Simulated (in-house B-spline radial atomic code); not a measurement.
Solving the quasi-particle equation for 5s of Te⁴⁺

Configuration [Kr] 4d10 5s2, start PBE; correlation leaves out the 2 deepest shells. Computed with an all-electron radial atomic-structure program (B-spline basis): all electrons, scalar-relativistic (spin-free one-electron X2C), finite nucleus, each spin shell either full or empty, empty states to l = 9 with an (l + 1/2)⁻⁴ tail; G0W0 by contour deformation at full frequency.

At the mean-field level ε = -53.205 eV the matrix elements are Σx = -19.271 eV, v_xc = -16.019 eV and Σc(ε) = -2.784 eV, and the slope of the correlation self-energy is dΣc/dω = -0.0529. The quasi-particle energy solves E = ε + Σx − v_xc + Σc(E).

Q: What does the linearised equation give?

A: Z = 1/(1 − dΣc/dω) = 1/1.0529 = 0.9498. The first-order shift is Σx − v_xc + Σc(ε) = -19.271 − (-16.019) + (-2.784) = -6.036 eV, so E ≈ ε + Z × shift = -53.205 + 0.9498 × (-6.036) = -58.938 eV.

Q: How does that compare with the full solution and with static screening?

A: Solving the equation at full frequency dependence gives E = -58.960 eV, where Σc = -2.504 eV and the weight is 0.956; the linearised value is off by 22 meV. Leaving Z out would give -59.241 eV. Static COHSEX puts -4.736 eV in place of Σc and gives -61.193 eV, 2.23 eV deeper. The tabulated removal energy is 59.3 ± 0.9 eV (NIST, measured); the run leaves out spin-orbit coupling, Breit and QED terms.
